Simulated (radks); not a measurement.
All-electron atom: the cadmium ion Cd42+ in [He] 2s2 2p2.

Calculated with a radial shooting solver on a logarithmic mesh with Libxc functionals: Dirac Kohn-Sham, PBE, spin-unpolarised, spherical densities, finite nucleus; open shells fill j = l - 1/2 first; Fermi nuclear charge, rms radius 4.6087 fm.

Energy parts (eV):
| part | energy |
|---|---|
| total | -92933.061 |
| kinetic | 99545.220 |
| electron-nucleus | -196823.714 |
| Hartree | 5802.383 |
| exchange-correlation | -1456.950 |

Orbitals (lengths in bohr, moments of r in powers of bohr; <r^-3> diverges for s and p1/2):
orbital  occ.  eigenvalue (eV)  <r^-3>     <r^2>
1s1/2       2        -30037.29       -  0.001240
2s1/2       2        -6946.687       -   0.01840
2p1/2       2        -6786.302       -   0.01339
2p3/2       0        -6567.793    4227   0.01448
3s1/2       0        -2947.118       -   0.09698
3p1/2       0        -2894.464       -   0.08663
3p3/2       0        -2833.031    1214   0.09066

The highest occupied level is 2p1/2 at -6786.3 eV. Summed over all electrons, <r^2> = 0.06607 bohr^2, which gives a Langevin (diamagnetic) susceptibility term of -0.0523 x 10^-6 cm^3/mol. The electron density at the nucleus is 1.581e+05 e/bohr^3.
